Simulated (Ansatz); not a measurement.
Cost and result up the ladder for ZrCl₄ (5 atoms). Charge 0, multiplicity 1. Geometry: r2SCAN-D4/def2-SVP.

```tsv
atom	x (Å)	y (Å)	z (Å)
Zr1	0.0000	0.0000	0.0000
Cl2	-1.4604	-1.3818	1.1751
Cl3	-0.8953	2.1460	-0.1275
Cl4	0.3056	-0.8426	-2.1493
Cl5	2.0501	0.0784	1.1017
```

Ansatz on 2 threads of Arm Neoverse N1 on a shared host. Times are rough, and most runs start from the orbitals of an earlier one. PBE0-D4/def2-TZVPD serves as the yardstick here, not as an exact answer. Differences are given only for rows in sets of like size (and for xTB, whose basis is part of the method), since another set adds its own error. Binding counts from free atoms at the same level (Zr triplet, Cl doublet; other spins of the atoms weren't run), without zero-point energy or a counterpoise term.

In the def2 sets Zr takes a core potential; there is no spin–orbit coupling. LC-ωPBE has ω = 0.4 bohr⁻¹. HSE06 is defined as in plane-wave codes, on full-range PBE exchange. Correlated methods freeze 20 core orbitals; core or outer-core shells of Zr are correlated, in sets that lack core-valence functions.

Correlated methods converge slowly with the basis.

```
                          level  functions  binding energy per atom (eV)  difference from PBE0-D4/def2-TZVPD (eV)
               PBE0-D4/def2-SVP        103                          4.19                                        –
             BHLYP-D4/def2-TZVP        188                          3.88                                    -0.24
                   HF/def2-TZVP        188                          3.11                                    -1.01
              LC-ωPBE/def2-TZVP        188                          4.03                                    -0.09
              CCSD(T)/def2-TZVP        188                          3.98                                    -0.14
             PBE0-D4/def2-TZVPD        224                          4.12                                     0.00
              BLYP-D4/def2-TZVP        188                          4.07                                    -0.05
PBE0-D4/def2-TZVP (with forces)        188                          4.12                                     0.00
             HSE06-D4/def2-TZVP        188                          4.13                                     0.01
```

Task: Estimate how long each takes.

Result: PBE0-D4/def2-SVP 5.5 s; HF/def2-TZVP 6.5 s; BLYP-D4/def2-TZVP 7 s; LC-ωPBE/def2-TZVP 9 s; HSE06-D4/def2-TZVP 11 s; BHLYP-D4/def2-TZVP 11 s; PBE0-D4/def2-TZVP (with forces) 14 s; PBE0-D4/def2-TZVPD 15 s; CCSD(T)/def2-TZVP 79 s. On shared hardware such times vary by a factor of up to 3.
